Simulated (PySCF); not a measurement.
Symmetry of computed structures. The calculation used PBE0/pcSseg-1 in PySCF (dipole) on a GFN2-xTB geometry, gas phase. The symmetry is that of the one conformer found, every atom within 0.08 Å of its image; none is proved a minimum here.

**Question.** What symmetry has `[cH:1]1[cH:2][cH:3][c:4]2[cH:5][n:6][cH:7][cH:8][c:9]2[cH:10]1`?

**Answer.** Cs; asymmetric top; symmetry number 1; 2 operations, which sort the 17 atoms into 17 sets; dipole 2.57 D, in the ab plane, which is the mirror; heavy atoms equivalent by symmetry: none.

**Question.** `[CH2:1]=[CH:2]/[CH:3]=[CH:4]\[CH:5]=[CH:6]/[C:7]([Cl:8])([Cl:9])[Cl:10]` with C1–C2–C3–C4 180°, C3–C4–C5–C6 180°: symmetry, top, dipole?

**Answer.** Cs; near-prolate asymmetric top; symmetry number 1; 2 operations, which sort the 17 atoms into 16 sets; dipole 3.07 D, in the ac plane, which is the mirror; A, B, C = 1779, 368.3, 365.8 MHz; heavy atoms equivalent by symmetry: Cl8/Cl10.

**Question.** What symmetry has `[cH:1]1[cH:2][cH:3][c:4]2[n:5][cH:6][cH:7][cH:8][c:9]2[cH:10]1`?

**Answer.** Cs; asymmetric top; symmetry number 1; 2 operations, which sort the 17 atoms into 17 sets; dipole 2.07 D, in the ab plane, which is the mirror; heavy atoms equivalent by symmetry: none.

**Question.** What symmetry has `[O:1]=[CH:2][c:3]1[cH:4][cH:5][cH:6][c:7]2[c:8]1[CH:9]=[CH:10][SiH2:11]2` with O1–C2–C3–C4 0°?

**Answer.** Cs; asymmetric top; symmetry number 1; 2 operations, which sort the 19 atoms into 18 sets; dipole 3.51 D, in the ab plane, which is the mirror; A, B, C = 1818, 765.2, 541.9 MHz.
